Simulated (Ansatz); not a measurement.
C₃H₉F₃OSi₂ (`CO[SiH2]CC[Si](F)(F)F`), relaxed with RKS PBE0-D4/def2-TZVP in the Gaussian-basis code of Ansatz from a GFN2-xTB geometry. The force threshold is 0.005 eV/Å; the program also tests the step.

Charge 0, multiplicity 1.

Start:

```xyz
18

C     2.610    0.357    1.088
O     1.264    0.000    0.983
Si    0.603   -1.258    0.206
C    -1.251   -0.936    0.456
C    -1.675    0.509    0.154
Si   -1.370    1.045   -1.615
F     0.106    1.516   -1.969
F    -1.667   -0.073   -2.706
F    -2.263    2.278   -2.081
H     3.217   -0.492    1.410
H     2.690    1.157    1.825
H     2.984    0.712    0.126
H     0.994   -2.536    0.814
H     0.973   -1.284   -1.212
H    -1.805   -1.622   -0.184
H    -1.538   -1.173    1.481
H    -1.133    1.171    0.833
H    -2.737    0.629    0.391
```

```json
{"step": "1", "energy (eV)": "-29203.7528", "largest force (eV/Å)": "0.872", "largest move (Å)": "0.000"}
{"step": "2", "energy (eV)": "-29203.8623", "largest force (eV/Å)": "0.553", "largest move (Å)": "0.069"}
{"step": "3", "energy (eV)": "-29203.8943", "largest force (eV/Å)": "0.317", "largest move (Å)": "0.049"}
{"step": "4", "energy (eV)": "-29203.9010", "largest force (eV/Å)": "0.133", "largest move (Å)": "0.037"}
{"step": "5", "energy (eV)": "-29203.9043", "largest force (eV/Å)": "0.127", "largest move (Å)": "0.042"}
{"step": "6", "energy (eV)": "-29203.9062", "largest force (eV/Å)": "0.119", "largest move (Å)": "0.036"}
{"step": "7", "energy (eV)": "-29203.9070", "largest force (eV/Å)": "0.025", "largest move (Å)": "0.029"}
{"step": "8", "energy (eV)": "-29203.9074", "largest force (eV/Å)": "0.024", "largest move (Å)": "0.022"}
{"step": "9", "energy (eV)": "-29203.9078", "largest force (eV/Å)": "0.054", "largest move (Å)": "0.040"}
{"step": "10", "energy (eV)": "-29203.9080", "largest force (eV/Å)": "0.090", "largest move (Å)": "0.059"}
{"step": "11", "energy (eV)": "-29203.9083", "largest force (eV/Å)": "0.051", "largest move (Å)": "0.007"}
{"step": "12", "energy (eV)": "-29203.9085", "largest force (eV/Å)": "0.017", "largest move (Å)": "0.012"}
{"step": "13", "energy (eV)": "-29203.9086", "largest force (eV/Å)": "0.009", "largest move (Å)": "0.023"}
{"step": "14", "energy (eV)": "-29203.9086", "largest force (eV/Å)": "0.016", "largest move (Å)": "0.045"}
{"step": "15", "energy (eV)": "-29203.9087", "largest force (eV/Å)": "0.008", "largest move (Å)": "0.004"}
{"step": "16", "energy (eV)": "-29203.9087", "largest force (eV/Å)": "0.004", "largest move (Å)": "0.006"}
{"step": "17", "energy (eV)": "-29203.9087", "largest force (eV/Å)": "0.006", "largest move (Å)": "0.010"}
{"step": "18", "energy (eV)": "-29203.9087", "largest force (eV/Å)": "0.005", "largest move (Å)": "0.007"}
{"step": "19", "energy (eV)": "-29203.9087", "largest force (eV/Å)": "0.004", "largest move (Å)": "0.005"}
```

End:

```xyz
18

C     2.656    0.344    1.083
O     1.282    0.040    1.116
Si    0.609   -1.216    0.297
C    -1.241   -0.958    0.387
C    -1.716    0.471    0.084
Si   -1.422    1.080   -1.624
F     0.099    1.389   -1.918
F    -1.893    0.032   -2.709
F    -2.219    2.418   -1.891
H     3.250   -0.434    1.575
H     2.813    1.285    1.613
H     3.014    0.461    0.054
H     0.974   -2.523    0.914
H     1.095   -1.218   -1.112
H    -1.714   -1.678   -0.290
H    -1.561   -1.239    1.396
H    -1.234    1.182    0.763
H    -2.793    0.563    0.262
```

Run time 100 s (4 threads of an AMD EPYC 7R13 on a shared host and a share of an NVIDIA H100 80 GB); peak host memory 1 GiB.
